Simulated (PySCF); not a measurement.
**Cr: ionisation energy**

Cr [Ar] 3d5 4s1 (7S) → Cr⁺ [Ar] 3d5 (6S), as a difference of total energies. Calculation: PySCF 2.14, in aug-cc-pVDZ (7s6p4d2f, 59 functions); the non-relativistic Hamiltonian (point nucleus). Correlated levels: valence: [Ar] frozen. The calculations carry no spin-orbit coupling.

| method | ionisation energy (eV) | difference from reference (eV) |
| --- | --- | --- |
| UHF | 5.911 | -0.856 |
| M06-2X | 6.487 | -0.280 |
| B3LYP | 6.982 | +0.215 |
| MP2 (valence) | 6.354 | -0.413 |
| SCS-MP2 (valence) | 6.059 | -0.708 |

Reference: 6.767 eV (measured; NIST Atomic Spectra Database, ionization energies).

These non-relativistic numbers lack the scalar-relativistic shift.

Errors of the correlated levels include the incompleteness of this basis and the frozen core.
